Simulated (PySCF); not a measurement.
benzenedithiol (C6H6S2), SMILES c1cc(ccc1S)S.

Geometry: PBE0-D3(BJ)/def2-SVP. Other conformers were not sampled.

Two levels are set side by side: PBE/def2-TZVP (PySCF) and M06-2X/def2-TZVP (PySCF). Same geometry, gas phase. Differences are taken from unrounded values.

```json
[
 {"quantity": "orbital gap (eV)", "M06-2X": "7.15"},
 {"quantity": "highest occupied level (eV)", "M06-2X": "-6.99"},
 {"quantity": "lowest empty level (eV)", "M06-2X": "0.16"},
 {"quantity": "dipole moment (D)", "M06-2X": "1.58"}
]
```

Q: What does PBE give, and how far is it from M06-2X? (The exact figures need the calculation; the answer reports its results.)

A: 
```tsv
quantity	PBE	PBE minus M06-2X
orbital gap (eV)	3.49	-3.65
highest occupied level (eV)	-5.00	1.99
lowest empty level (eV)	-1.51	-1.66
dipole moment (D)	1.53	-0.05
```

PBE's occupied levels lie high since its potential decays too fast outside the molecule; exact exchange lowers them and widens the gap. Differences between two approximate levels are no errors against the true value.

Rough cost on one machine, each run with all the roots and properties that it gave: M06-2X against PBE about 2 times.
